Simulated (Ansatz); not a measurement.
Start from `CCC(=N)[SiH3]` and change one atom or group to get `N=C([SiH3])S`.

Ansatz, PBE0-D4/def2-TZVP geometries, multiplicity 1. Each molecule was computed in one conformer, which needn't be the lowest.

| property | `CCC(=N)[SiH3]` |
| --- | --- |
| LUMO energy (ωB97M-V/def2-TZVPP) / eV | 1.53 |
| HOMO–LUMO gap (PBE/def2-TZVPP) / eV | 4.08 |
| size of the dipole moment (B3LYP/def2-TZVPP) / D | 2.45 |
| HOMO–LUMO gap (ωB97M-V/def2-TZVPP) / eV | 11.08 |
| HOMO–LUMO gap (PBE0/def2-TZVPP) / eV | 6.59 |
| LUMO energy (PBE0/def2-TZVPP) / eV | -0.64 |

**Question.** Give the same properties after the change, and the shifts. (An estimate is asked.)

**Answer.** Ansatz gave: 
```json
{"property": "LUMO energy (ωB97M-V/def2-TZVPP) / eV", "`N=C([SiH3])S`": "1.24", "shift": "-0.29"}
{"property": "HOMO–LUMO gap (PBE/def2-TZVPP) / eV", "`N=C([SiH3])S`": "4.31", "shift": "0.23"}
{"property": "size of the dipole moment (B3LYP/def2-TZVPP) / D", "`N=C([SiH3])S`": "1.53", "shift": "-0.92"}
{"property": "HOMO–LUMO gap (ωB97M-V/def2-TZVPP) / eV", "`N=C([SiH3])S`": "10.93", "shift": "-0.15"}
{"property": "HOMO–LUMO gap (PBE0/def2-TZVPP) / eV", "`N=C([SiH3])S`": "6.60", "shift": "0.01"}
{"property": "LUMO energy (PBE0/def2-TZVPP) / eV", "`N=C([SiH3])S`": "-0.94", "shift": "-0.30"}
```

The zero-point energy changes by -149.9 kJ/mol with -15 modes. Dipoles are sizes alone; their direction can turn.

B3LYP here is the variant with VWN-RPA as its local correlation; programs differ in this.
